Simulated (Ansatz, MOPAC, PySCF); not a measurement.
Bond stretch in PH, triplet.

Levels of theory: AM1, unrestricted, heats of formation (MOPAC); UCCSD = CCSD on UHF/cc-pVTZ, frozen core run with Ansatz (an electronic-structure program); UKS-B3LYP/3-21G = PySCF with unrestricted B3LYP/3-21G; UMP2 = Ansatz with MP2 on UHF/cc-pVTZ, frozen core.

Energies are in kJ/mol, each relative to the lowest point of its own curve between 1.20 and 1.74 Å, where full CI is lowest.

```
R / Å    AM1  UCCSD  UKS-B3LYP/3-21G   UMP2
-----  -----  -----  ---------------  -----
0.99   211.3  415.2            454.0  412.6
1.08   106.5  217.9            245.8  215.3
1.14    60.3  132.5            154.4  130.1
1.20    29.0   73.9             90.7   71.8
1.27     7.8   31.0             42.5   29.3
1.30     3.0   19.1             28.5   17.7
1.34     0.0    8.3             14.9    7.1
1.40     2.0    0.5              3.2    0.1
1.44     7.1    0.0              0.0    0.0
1.50    19.5    4.5              0.5    5.3
1.56    36.6   13.8              6.0   15.6
1.63    61.2   29.1             16.7   32.1
1.74   106.1   58.9             39.9   64.2
1.86   157.3   95.2             70.4  105.7
2.03   215.9  147.7            117.2  171.6
2.19   250.4  192.2            159.8  212.7
2.43       —  241.5            210.0  245.2
2.69       —  270.0            243.3  260.9
3.05       —  284.5            266.0  269.4
3.45       —  288.9            276.4  272.5
3.96       —  290.4            281.2  273.7
4.65       —  290.9            282.9  274.1
```

At the longest distance, 4.65 Å, UCCSD lies highest above its minimum (290.9 kJ/mol) and UMP2 lowest (274.1 kJ/mol).

Dashes: no converged value, or the column stops at the first point that the program doubted or that broke a chosen test of continuity, which isn't proof of a fault.

The unrestricted determinant behind UCCSD, UMP2 is spin-contaminated at 2.03 to 4.65 Å (<S²> up to 3.0, against 2.00 for a pure triplet). The unrestricted determinant behind UKS-B3LYP/3-21G is spin-contaminated at 2.19 to 4.65 Å (<S²> up to 3.0, against 2.00 for a pure triplet).
